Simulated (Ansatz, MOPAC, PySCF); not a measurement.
Molecule: C$_{3}$H$_{4}$Cl, charge -1, multiplicity 1. SMILES: Cl/C=C/[CH2-]
Geometry: optimised at B3LYP-D3(BJ)/def2-TZVP (Ansatz, a program for electronic structure).

Unscaled harmonic wavenumbers (cm⁻¹) in rising order, each level at the stationary point that it reaches from this structure (no distance between atoms moves by over 0.3 Å); the order of modes can differ between levels, and a negative number is imaginary. B3LYP-D3(BJ)/def2-TZVP (PySCF, at the structure above): 145, 247, 397, 459, 506, 624, 747, 962, 991, 1199, 1240, 1275, 1453, 1562, 3062, 3101, 3134, 3174.

AM1 (MOPAC): 177, 272, 459, 506, 611, 812, 823, 961, 1030, 1206, 1313, 1385, 1528, 1810, 3107, 3208, 3253, 3269. Zero-point energy 36.8 against 34.7 kcal/mol; where all levels lie over 400 cm⁻¹, the wavenumbers are on average 1.082 times those of B3LYP-D3(BJ)/def2-TZVP.

HF/6-31G* (Ansatz): 151, 277, 308, 499, 688, 807, 912, 1033, 1145, 1250, 1342, 1416, 1575, 1748, 3241, 3272, 3289, 3340. Zero-point energy 37.6 against 34.7 kcal/mol; where all levels lie over 400 cm⁻¹, the wavenumbers are on average 1.123 times those of B3LYP-D3(BJ)/def2-TZVP.

B3LYP/6-31G* (Ansatz): 168, 243, 361, 504, 537, 645, 796, 972, 1013, 1198, 1252, 1299, 1471, 1601, 3061, 3090, 3106, 3169. Zero-point energy 35.0 against 34.7 kcal/mol; where all levels lie over 400 cm⁻¹, the wavenumbers are on average 1.023 times those of B3LYP-D3(BJ)/def2-TZVP.
